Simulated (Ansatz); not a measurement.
Geometry optimisation, Ansatz 0.2.0, RKS PBE-D4/cc-pVDZ.

input.yaml

```yaml
crystal:
  periodic: [false, false, false]
  atoms:
    - { symbol: B, position_ang: [0.079452, 0.6553, -0.493211] }
    - { symbol: H, position_ang: [-0.046098, -0.008863, 1.808584] }
    - { symbol: "N", position_ang: [1.302309, 0.022859, -0.792543] }
    - { symbol: H, position_ang: [1.361785, -0.894313, -1.229422] }
    - { symbol: H, position_ang: [2.205374, 0.449659, -0.586775] }
    - { symbol: C, position_ang: [-1.324457, 0.016967, -0.836904] }
    - { symbol: H, position_ang: [-1.373541, -1.05808, -0.578972] }
    - { symbol: H, position_ang: [-2.148022, 0.533161, -0.312075] }
    - { symbol: H, position_ang: [-1.530022, 0.091915, -1.923217] }
    - { symbol: F, position_ang: [0.142418, 1.883972, 0.063455] }
    - { symbol: H, position_ang: [-0.115798, 0.709624, 1.82078] }
basis:
  gaussian: { orbitals: cc-pVDZ }
hamiltonian:
  xc: pbe
  dispersion: d4
relax:
  f_tol: 0.03
  max_steps: 50
```

Command:

```bash
$ ansatz run input.yaml --threads 2 --pin off --max-ram 3072MiB --backend cpu --events-out ev --progress --plain --runs-dir out
```

**Question.** Where does it end, and by what steps?

**Answer.** The forces met the threshold. The force dipped under the threshold on the way, but the program's further checks kept it going. After 21 steps the energy has fallen by 0.225 eV; H2 moved furthest, 1.62 Å.

```json
{"step": "0", "energy less start (eV)": "0.0000", "largest force component (eV/Å)": "1.891", "accepted": "yes"}
{"step": "1", "energy less start (eV)": "-0.1354", "largest force component (eV/Å)": "0.447", "accepted": "yes"}
{"step": "2", "energy less start (eV)": "-0.1669", "largest force component (eV/Å)": "0.186", "accepted": "yes"}
{"step": "3", "energy less start (eV)": "-0.1765", "largest force component (eV/Å)": "0.138", "accepted": "yes"}
{"step": "4", "energy less start (eV)": "-0.1808", "largest force component (eV/Å)": "0.122", "accepted": "yes"}
{"step": "5", "energy less start (eV)": "-0.1835", "largest force component (eV/Å)": "0.185", "accepted": "yes"}
{"step": "6", "energy less start (eV)": "-0.1864", "largest force component (eV/Å)": "0.299", "accepted": "yes"}
{"step": "7", "energy less start (eV)": "-0.1909", "largest force component (eV/Å)": "0.188", "accepted": "yes"}
{"step": "8", "energy less start (eV)": "-0.1946", "largest force component (eV/Å)": "0.120", "accepted": "yes"}
{"step": "9", "energy less start (eV)": "-0.1981", "largest force component (eV/Å)": "0.309", "accepted": "yes"}
{"step": "10", "energy less start (eV)": "-0.2020", "largest force component (eV/Å)": "0.211", "accepted": "yes"}
{"step": "11", "energy less start (eV)": "-0.2129", "largest force component (eV/Å)": "0.046", "accepted": "yes"}
{"step": "12", "energy less start (eV)": "-0.2169", "largest force component (eV/Å)": "0.025", "accepted": "yes"}
{"step": "13", "energy less start (eV)": "-0.2020", "largest force component (eV/Å)": "0.506", "accepted": "no"}
{"step": "14", "energy less start (eV)": "-0.2184", "largest force component (eV/Å)": "0.026", "accepted": "yes"}
{"step": "15", "energy less start (eV)": "-0.2199", "largest force component (eV/Å)": "0.126", "accepted": "yes"}
{"step": "16", "energy less start (eV)": "-0.2214", "largest force component (eV/Å)": "0.061", "accepted": "yes"}
{"step": "17", "energy less start (eV)": "-0.2230", "largest force component (eV/Å)": "0.063", "accepted": "yes"}
{"step": "18", "energy less start (eV)": "-0.2230", "largest force component (eV/Å)": "0.171", "accepted": "yes"}
{"step": "19", "energy less start (eV)": "-0.2239", "largest force component (eV/Å)": "0.116", "accepted": "yes"}
{"step": "20", "energy less start (eV)": "-0.2251", "largest force component (eV/Å)": "0.027", "accepted": "yes"}
{"step": "21", "energy less start (eV)": "-0.2255", "largest force component (eV/Å)": "0.029", "accepted": "yes"}
```

```xyz
11
Properties=species:S:1:pos:R:3
B 0.171 0.451 -0.670
H -0.475 0.818 3.140
N 1.374 -0.114 -1.126
H 1.408 -0.926 -1.740
H 2.288 0.252 -0.860
C -1.263 -0.084 -1.041
H -1.254 -0.959 -1.721
H -1.815 -0.372 -0.121
H -1.865 0.717 -1.521
F 0.279 1.541 0.163
H -0.294 1.078 2.437
```

Whether the end is a true minimum wasn't checked by a vibrational analysis.

Time of the run: 36 s on 2 threads of AMD EPYC 7R43 64-Core Processor (Zen 3), on a shared host, peak memory 0.16 GiB.
